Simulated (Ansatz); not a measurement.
Cost and result for the atomization energy of `C1[NH][AlH][S]1` (8 atoms, 8 bonds).

The species carries charge 0 and has multiplicity 1. All single points use the PBE0-D4/def2-TZVP geometry. Program: Ansatz. All runs use 4 threads of a server CPU on a shared host. Times are those of one run each, without the atoms' runs, and a repeat can differ threefold. Electronic energies, without spin–orbit coupling; frozen cores. CCSD(T)/CBS adds CCSD(T) − MP2 in def2-TZVPP to the MP2 limit, and its time is that of the two runs behind it. T1 = 0.013. HSE06 is the plane-wave form, built on full-range PBE exchange.

CCSD(T)/CBS is a level of theory with its own doubt, some kJ/mol a heavy atom from the limit and from the frozen cores, so smaller differences don't rank the functionals.

| level | functions | wall time |
| --- | --- | --- |
| LDA (SPW92)/def2-TZVPP | 202 | 0.7 s |
| CCSD(T)/def2-SVP | 84 | 0.9 s |
| revPBE-D4/def2-TZVPP | 202 | 1 s |
| HSE06-D4/def2-TZVPP | 202 | 1.4 s |
| CAM-B3LYP-D4/def2-TZVPP | 202 | 1.6 s |
| r2SCANh-D4/def2-TZVPP | 202 | 1.7 s |
| r2SCAN-D4/def2-TZVPP (with forces) | 202 | 2.2 s |
| B2PLYP/def2-TZVPP | 202 | 2.3 s |
| ωB97X-V/def2-TZVPP | 202 | 4 s |
| ωB97M-V/def2-TZVPP (with forces) | 202 | 4.2 s |
| MP2/def2-QZVPP | 374 | 7.5 s |
| CCSD(T)/def2-TZVPP | 202 | 9.5 s |
| CCSD(T)/CBS(def2) | – | 17 s |

**Question.** What atomization energy does each give, and how far from CCSD(T)/CBS? (An estimate is asked.)

**Answer.** Ansatz gave: 
| level | atomization (kJ/mol) | difference from CCSD(T)/CBS | per bond |
| --- | --- | --- | --- |
| LDA (SPW92)/def2-TZVPP | 3184.4 | 422.6 | 52.8 |
| CCSD(T)/def2-SVP | 2559.8 | -202.0 | -25.3 |
| revPBE-D4/def2-TZVPP | 2752.5 | -9.3 | -1.2 |
| HSE06-D4/def2-TZVPP | 2770.6 | 8.8 | 1.1 |
| CAM-B3LYP-D4/def2-TZVPP | 2762.4 | 0.6 | 0.1 |
| r2SCANh-D4/def2-TZVPP | 2748.3 | -13.5 | -1.7 |
| r2SCAN-D4/def2-TZVPP (with forces) | 2768.5 | 6.7 | 0.8 |
| B2PLYP/def2-TZVPP | 2721.5 | -40.3 | -5.0 |
| ωB97X-V/def2-TZVPP | 2782.2 | 20.4 | 2.6 |
| ωB97M-V/def2-TZVPP (with forces) | 2779.8 | 18.0 | 2.3 |
| MP2/def2-QZVPP | 2779.3 | 17.5 | 2.2 |
| CCSD(T)/def2-TZVPP | 2668.8 | -93.0 | -11.6 |
| CCSD(T)/CBS(def2) | 2761.8 | 0.0 | 0.0 |

Leaving LDA and LC-ωPBE aside and taking each functional with its dispersion term where it has one, the values, not all of them listed here, spread over 157.5 kJ/mol, from BHLYP-D4 to PBE-D4. LDA lies +378.8 kJ/mol from PBE without D4, its usual overbinding. From r2SCAN to r2SCAN0 (25 % exact exchange), in def2-TZVPP and without D4, the atomization energy moves by −49.8 kJ/mol: exact exchange takes away binding that semilocal exchange gives to molecules. The D4 term adds +29.4 kJ/mol with B3LYP and +15.0 kJ/mol with PBE0; it sums over pairs of atoms, weighted by their polarisabilities, and B3LYP, whose exchange is more repulsive, gets the larger term.

B3LYP here is the variant with VWN-RPA as its local correlation; programs differ in this.
